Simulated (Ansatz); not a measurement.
**Ligand exchange: KF + GeH2(GeH3)(OH) → KOH + GeH2(GeH3)F**

Species: KF, singlet; GeH2(GeH3)(OH), singlet; KOH `[OH][K]`, singlet; GeH2(GeH3)F, singlet. The partners trade F for OH: K–F and Ge–OH bonds give way to K–OH and Ge–F.

Shapes, held fixed at every level: PBE0-D4/def2-TZVP. Flexible molecules stand in one conformer, not always the lowest. Programs: Ansatz 0.2.0. The zero-point and thermal change to 298 K, harmonic and unscaled (PBE0-D4/def2-TZVP), is -1.4 kJ/mol.

Estimate ΔH(298 K) of this reaction.

The highest level, CCSD(T)/def2-TZVPP, gives ΔH(298 K) = +38.4 kJ/mol; the levels span +35.4 to +43.0. The column of differences is taken from that level and isn't an error. No measured value is set beside it here. Relativity is left out for Ge. Outer-core shells of Ge, K are correlated in most correlated rows, in sets that cover them unevenly.

| level | kind | ΔH(298 K) (kJ/mol) | less CCSD(T)/def2-TZVPP |
| --- | --- | --- | --- |
| HF/def2-TZVPP | Hartree–Fock | +37.8 | -0.6 |
| SPW92/def2-TZVPP | LDA | +41.9 | +3.5 |
| BHLYP-D4/def2-TZVPP | global hybrid | +40.3 | +1.9 |
| PBE0-D4/def2-TZVPP | global hybrid | +43.0 | +4.6 |
| MP2/def2-SVP | perturbation theory | +35.5 | -2.9 |
| CCSD/def2-SVP | coupled cluster or CI | +35.4 | -3.0 |
| CCSD(T)/def2-TZVPP | coupled cluster or CI | +38.4 | 0.0 |
